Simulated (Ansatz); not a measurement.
Consider the formal exchange of groups at a C–C bond: `C=CCCCCC` + `CCCC` → `C=CCCCCCCCC` + CH₄.

Program: Ansatz. Geometries: PBE0-D4/def2-TZVP. ΔE: electronic, gas phase. CBS: MP2 limit from def2 TZ/QZ plus the TZ coupled-cluster correction, frozen cores. This one scheme is used for every species. One conformer a species, not always the lowest.

```json
{"species": "`C=CCCCCC`", "CCSD(T)/CBS(def2) energy (Eh)": "-274.78906"}
{"species": "`CCCC`", "CCSD(T)/CBS(def2) energy (Eh)": "-158.24160"}
{"species": "`C=CCCCCCCCC`", "CCSD(T)/CBS(def2) energy (Eh)": "-392.56684"}
{"species": "CH₄", "CCSD(T)/CBS(def2) energy (Eh)": "-40.46206"}
```

Question: Work out ΔE.

Answer: ΔE = (-392.56684) + (-40.46206) − (-274.78906) − (-158.24160) = 0.00176 Eh = +0.05 eV.

Largest T1 diagnostic among the species: 0.009.

The D4 term adds −0.14 eV with B3LYP and −0.09 eV with PBE0; it sums over pairs of atoms, weighted by their polarisabilities, and B3LYP, whose exchange is more repulsive, gets the larger term. In def2-TZVPP, CCSD(T) changes the Hartree–Fock value by −0.21 eV (the triples alone add −0.03 eV) and MP2 by −0.23 eV.

B3LYP here is the variant with VWN-RPA as its local correlation; programs differ in this.
